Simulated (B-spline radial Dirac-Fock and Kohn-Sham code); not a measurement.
## V⁵⁺: input and output of one calculation

ΔSCF core binding energies without Breit or QED terms, calculated with a radial B-spline solver. Keys: rel is the Hamiltonian (dirac, or spin-free x2c and nr, where L3 and M5 stand for the whole 2p and 3d shells), method is hf or an exchange,correlation pair (spin-unpolarised, also for the hole states), nuc the nuclear model, radius_factor scales its radius, rmax is the box in bohr, h the logarithmic mesh step, order the B-spline order, points the quadrature points per cell, c_factor scales the speed of light, and damp, ndamp, maxit and tol steer the iteration. The run stops when the commutator error falls below 10·tol·max(1, Z/10), or the numerical noise floor, and the energy has settled to about 1e-8 Ha; the virial ratio is −V/T.

Input (task.json):

```json
{"items": [{"Z": 23, "q": 5, "cfg": [[1, 0, 2], [2, 0, 2], [2, 1, 6], [3, 0, 2], [3, 1, 6]], "A": 51, "rrms": 3.6002, "do": "settings", "holes": ["K", "L3", "M5"],
  "settings": [{"rel": "dirac", "method": "hf", "nuc": "fermi", "radius_factor": 1.0, "rmax": 45.0, "h": 0.3, "order": 8, "points": 10, "c_factor": 1.0, "maxit": 60, "damp": 0.5, "ndamp": 3, "tol": 1e-08, "cfg": "1s2 2s2 2p6 3s2 3p7"}]}]}
```

Command: `python xray2_run.py task.json out`

The program stops without a result: overfilled shell.

Task: One setting is unsound. Which, and why?

Result: cfg puts more electrons in a shell than it can hold. With the default settings (Dirac Hartree-Fock): The ground state converged in 9 iterations, with total energy -942.48165 Ha, virial ratio 1.98851 and highest orbital energy -128.07 eV. ΔSCF binding energies: K (1s) 5572.3 eV, L3 (2p3/2) 616.5 eV. Holes are computed only in closed shells, and unreliable hole states are left out.
